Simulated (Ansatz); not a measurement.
System: BaF₂, charge 0, multiplicity 1. 
Coordinates optimised at B3LYP-D3(BJ)/def2-TZVP (Ansatz, a program for electronic structure):
```xyz
3

Ba     0.2229     0.1181     0.0921
F     -0.9395     1.0791    -1.5469
F     -0.4472    -1.8142     0.9739
```

Give the harmonic wavenumbers at B3LYP-D3(BJ)/def2-TZVP (Ansatz, finite differences of forces, unscaled).

92, 421, 445 cm⁻¹. Zero-point energy 1.4 kcal/mol.

From these and the geometry, give the ideal-gas thermochemistry at 298.15 K and 1 atm (rigid rotor, harmonic oscillator).

Point group C2v, rotational symmetry number 2. Rotational constants 13.93, 3.554, 2.832 GHz. S(trans) 41.39, S(rot) 23.86, S(vib) 5.32, S(elec, spin only) 0.00, S 70.6 cal/(mol K). H(298) - H(0) 3.19 kcal/mol; G - E(el) -16.5 kcal/mol.
